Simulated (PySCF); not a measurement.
Cl2, singlet, at a GFN2-xTB geometry; CAMB3LYP/aug-cc-pVDZ, polarisability by finite fields run with PySCF.

Input for PySCF:
```python
from pyscf import gto, scf, dft

mol = gto.M(
    atom='''
Cl   -0.00000000   -0.00000000   -1.00842595
Cl    0.00000000    0.00000000    1.00842595
''',
    basis='aug-cc-pvdz',
    verbose=4,
)

mf = dft.RKS(mol)
mf.xc = 'camb3lyp'
mf.conv_tol = 1e-11
mf.kernel()
h0, z, done = mf.get_hcore(), mol.intor('int1e_r')[2], []
def energy(F):
    f = mf.copy()
    f.scf_summary = {}
    f.get_hcore = lambda *a: h0 + F * z
    e = f.kernel(mf.make_rdm1())
    done.append(f.converged)
    return e
F = 0.05
alpha = -(energy(F) + energy(-F) - 2 * mf.e_tot) / F**2
print('alpha_zz =', alpha)
```

It wrote (shortened):

```
PySCF version 2.14.0

[INPUT] verbose = 4
[INPUT] num. atoms = 2
[INPUT] num. electrons = 34
[INPUT] charge = 0
[INPUT] spin (= nelec alpha-beta = 2S) = 0
[INPUT] symmetry False subgroup None
[INPUT] Mole.unit = angstrom
[INPUT] Symbol           X                Y                Z      unit          X                Y                Z       unit  Magmom
[INPUT]  1 Cl     0.000000000000   0.000000000000  -1.008425950000 AA    0.000000000000   0.000000000000  -1.905648862404 Bohr   0.0
[INPUT]  2 Cl     0.000000000000   0.000000000000   1.008425950000 AA    0.000000000000   0.000000000000   1.905648862404 Bohr   0.0

nuclear repulsion = 75.8271908591206
number of shells = 16
number of NR pGTOs = 100
number of NR cGTOs = 54
basis = aug-cc-pvdz
ecp = {}

******** <class 'pyscf.dft.rks.RKS'> ********
method = RKS
initial guess = minao
damping factor = 0
level_shift factor = 0
DIIS = <class 'pyscf.scf.diis.CDIIS'>
diis_start_cycle = 1
diis_space = 8
diis_damp = 0
SCF conv_tol = 1e-11
SCF conv_tol_grad = None
SCF max_cycles = 50
direct_scf = True
direct_scf_tol = 1e-13
XC library pyscf.dft.libxc version 7.1.2
    S. Lehtola, C. Steigemann, M. J. T. Oliveira, and M. A. L. Marques,  SoftwareX 7, 1–5 (2018)
XC functionals = camb3lyp
    T. Yanai, D. P. Tew, and N. C. Handy,  Chem. Phys. Lett. 393, 51 (2004)
radial grids:
    Treutler-Ahlrichs [JCP 102, 346 (1995); DOI:10.1063/1.469408] (M4) radial grids

becke partition: Becke, JCP 88, 2547 (1988); DOI:10.1063/1.454033
pruning grids: <function nwchem_prune>
grids dens level: 3
symmetrized grids: False
atomic radii adjust function: <function treutler_atomic_radii_adjust>
small_rho_cutoff = 0
Set gradient conv threshold to 3.16228e-06
Initial guess from minao.
tot grids = 37760
init E= -920.500713472655
  HOMO = -0.342394885234539  LUMO = -0.165224216795195  gap/eV = 4.82106
cycle= 1 E= -920.391154054537  delta_E= 0.11  |g|= 0.165  |ddm|= 1.29
  HOMO = -0.386733854840345  LUMO = -0.100116960436704  gap/eV = 7.79924
cycle= 2 E= -920.396062017433  delta_E= -0.00491  |g|= 0.11  |ddm|= 0.186
  HOMO = -0.373609419235778  LUMO = -0.0844227282265992  gap/eV = 7.86917
cycle= 3 E= -920.39933808138  delta_E= -0.00328  |g|= 0.00859  |ddm|= 0.0761
  HOMO = -0.375793861692478  LUMO = -0.0855727192653684  gap/eV = 7.89732
cycle= 4 E= -920.399367012777  delta_E= -2.89e-05  |g|= 0.00126  |ddm|= 0.00891
  HOMO = -0.375391623873518  LUMO = -0.0851385190574345  gap/eV = 7.89819
cycle= 5 E= -920.399367648068  delta_E= -6.35e-07  |g|= 0.000341  |ddm|= 0.00193
  HOMO = -0.375481989118143  LUMO = -0.0852308453894004  gap/eV = 7.89814
cycle= 6 E= -920.399367689303  delta_E= -4.12e-08  |g|= 1.26e-05  |ddm|= 0.00045
  HOMO = -0.375481556637784  LUMO = -0.0852306513075161  gap/eV = 7.89813
cycle= 7 E= -920.399367689403  delta_E= -9.97e-11  |g|= 9.19e-07  |ddm|= 2.36e-05
  HOMO = -0.375481974935182  LUMO = -0.0852310607741589  gap/eV = 7.89813
cycle= 8 E= -920.399367689402  delta_E= 1.25e-12  |g|= 7.93e-08  |ddm|= 2.05e-06
  HOMO = -0.375481946668607  LUMO = -0.0852310346523624  gap/eV = 7.89813
Extra cycle  E= -920.399367689403  delta_E= -1.14e-12  |g|= 3.69e-08  |ddm|= 1.52e-07
converged SCF energy = -920.399367689403

******** <class 'pyscf.dft.rks.RKS'> ********
method = RKS
initial guess = minao
damping factor = 0
level_shift factor = 0
DIIS = <class 'pyscf.scf.diis.CDIIS'>
diis_start_cycle = 1
diis_space = 8
diis_damp = 0
SCF conv_tol = 1e-11
SCF conv_tol_grad = None
SCF max_cycles = 50
direct_scf = True
direct_scf_tol = 1e-13
XC library pyscf.dft.libxc version 7.1.2
    S. Lehtola, C. Steigemann, M. J. T. Oliveira, and M. A. L. Marques,  SoftwareX 7, 1–5 (2018)
XC functionals = camb3lyp
    T. Yanai, D. P. Tew, and N. C. Handy,  Chem. Phys. Lett. 393, 51 (2004)
radial grids:
    Treutler-Ahlrichs [JCP 102, 346 (1995); DOI:10.1063/1.469408] (M4) radial grids

becke partition: Becke, JCP 88, 2547 (1988); DOI:10.1063/1.454033
pruning grids: <function nwchem_prune>
grids dens level: 3
symmetrized grids: False
atomic radii adjust function: <function treutler_atomic_radii_adjust>
small_rho_cutoff = 0
Overwritten attributes  get_hcore  of <class 'pyscf.dft.rks.RKS'>
Set gradient conv threshold to 3.16228e-06
init E= -920.399367689402
  HOMO = -0.325335952195541  LUMO = -0.222390052043555  gap/eV = 2.80130
cycle= 1 E= -920.429336542777  delta_E= -0.03  |g|= 0.259  |ddm|= 0.562
  HOMO = -0.385325760563467  LUMO = -0.182464908303867  gap/eV = 5.52012
cycle= 2 E= -920.426005296714  delta_E= 0.00333  |g|= 0.288  |ddm|= 0.451
  HOMO = -0.373918343368036  LUMO = -0.19386397607534  gap/eV = 4.89953
cycle= 3 E= -920.451160434168  delta_E= -0.0252  |g|= 0.0136  |ddm|= 0.246
  HOMO = -0.372923292205918  LUMO = -0.194299988502694  gap/eV = 4.86059
cycle= 4 E= -920.451223036485  delta_E= -6.26e-05  |g|= 0.00394  |ddm|= 0.0198
  HOMO = -0.374233328407461  LUMO = -0.194082272613669  gap/eV = 4.90216
cycle= 5 E= -920.451229679568  delta_E= -6.64e-06  |g|= 0.00131  |ddm|= 0.0068
  HOMO = -0.374068065843688  LUMO = -0.194034625008371  gap/eV = 4.89896
cycle= 6 E= -920.45123030588  delta_E= -6.26e-07  |g|= 0.000257  |ddm|= 0.00175
  HOMO = -0.374111465397803  LUMO = -0.194032188107135  gap/eV = 4.90021
cycle= 7 E= -920.451230344339  delta_E= -3.85e-08  |g|= 4.92e-05  |ddm|= 0.000644
  HOMO = -0.374123356313786  LUMO = -0.194034755323078  gap/eV = 4.90046
cycle= 8 E= -920.451230345318  delta_E= -9.79e-10  |g|= 9.36e-06  |ddm|= 7.18e-05
  HOMO = -0.374121490773113  LUMO = -0.194033981421911  gap/eV = 4.90043
cycle= 9 E= -920.451230345358  delta_E= -3.94e-11  |g|= 1.08e-06  |ddm|= 1.59e-05
  HOMO = -0.374121553101086  LUMO = -0.194033892170324  gap/eV = 4.90043
cycle= 10 E= -920.451230345359  delta_E= -1.25e-12  |g|= 6.58e-08  |ddm|= 1.7e-06
  HOMO = -0.374121534707572  LUMO = -0.194033895158959  gap/eV = 4.90043
Extra cycle  E= -920.45123034536  delta_E= -9.09e-13  |g|= 3.43e-08  |ddm|= 2.5e-07
converged SCF energy = -920.45123034536

******** <class 'pyscf.dft.rks.RKS'> ********
method = RKS
initial guess = minao
damping factor = 0
level_shift factor = 0
DIIS = <class 'pyscf.scf.diis.CDIIS'>
diis_start_cycle = 1
diis_space = 8
diis_damp = 0
SCF conv_tol = 1e-11
SCF conv_tol_grad = None
SCF max_cycles = 50
direct_scf = True
direct_scf_tol = 1e-13
XC library pyscf.dft.libxc version 7.1.2
    S. Lehtola, C. Steigemann, M. J. T. Oliveira, and M. A. L. Marques,  SoftwareX 7, 1–5 (2018)
XC functionals = camb3lyp
    T. Yanai, D. P. Tew, and N. C. Handy,  Chem. Phys. Lett. 393, 51 (2004)
radial grids:
    Treutler-Ahlrichs [JCP 102, 346 (1995); DOI:10.1063/1.469408] (M4) radial grids

becke partition: Becke, JCP 88, 2547 (1988); DOI:10.1063/1.454033
pruning grids: <function nwchem_prune>
grids dens level: 3
symmetrized grids: False
atomic radii adjust function: <function treutler_atomic_radii_adjust>
small_rho_cutoff = 0
Set gradient conv threshold to 3.16228e-06
init E= -920.399367689404
  HOMO = -0.325335952195555  LUMO = -0.22239005204357  gap/eV = 2.80130
cycle= 1 E= -920.429336542776  delta_E= -0.03  |g|= 0.259  |ddm|= 0.562
  HOMO = -0.385325760563482  LUMO = -0.182464908303897  gap/eV = 5.52012
cycle= 2 E= -920.426005296714  delta_E= 0.00333  |g|= 0.288  |ddm|= 0.451
  HOMO = -0.373918343368039  LUMO = -0.193863976075338  gap/eV = 4.89953
cycle= 3 E= -920.451160434168  delta_E= -0.0252  |g|= 0.0136  |ddm|= 0.246
  HOMO = -0.37292329220592  LUMO = -0.194299988502853  gap/eV = 4.86059
cycle= 4 E= -920.451223036485  delta_E= -6.26e-05  |g|= 0.00394  |ddm|= 0.0198
  HOMO = -0.374233328407482  LUMO = -0.19408227261372  gap/eV = 4.90216
cycle= 5 E= -920.451229679566  delta_E= -6.64e-06  |g|= 0.00131  |ddm|= 0.0068
  HOMO = -0.374068065843703  LUMO = -0.194034625008257  gap/eV = 4.89896
cycle= 6 E= -920.45123030588  delta_E= -6.26e-07  |g|= 0.000257  |ddm|= 0.00175
  HOMO = -0.37411146539781  LUMO = -0.194032188107168  gap/eV = 4.90021
cycle= 7 E= -920.451230344339  delta_E= -3.85e-08  |g|= 4.92e-05  |ddm|= 0.000644
  HOMO = -0.374123356313788  LUMO = -0.194034755323114  gap/eV = 4.90046
cycle= 8 E= -920.451230345322  delta_E= -9.82e-10  |g|= 9.36e-06  |ddm|= 7.18e-05
  HOMO = -0.374121490773094  LUMO = -0.194033981421934  gap/eV = 4.90043
cycle= 9 E= -920.45123034536  delta_E= -3.82e-11  |g|= 1.08e-06  |ddm|= 1.59e-05
  HOMO = -0.37412155310112  LUMO = -0.194033892170539  gap/eV = 4.90043
cycle= 10 E= -920.451230345359  delta_E= 3.41e-13  |g|= 6.58e-08  |ddm|= 1.7e-06
  HOMO = -0.374121534707554  LUMO = -0.194033895159067  gap/eV = 4.90043
Extra cycle  E= -920.45123034536  delta_E= -3.41e-13  |g|= 3.43e-08  |ddm|= 2.5e-07
converged SCF energy = -920.45123034536
alpha_zz = 41.49012476564166
```
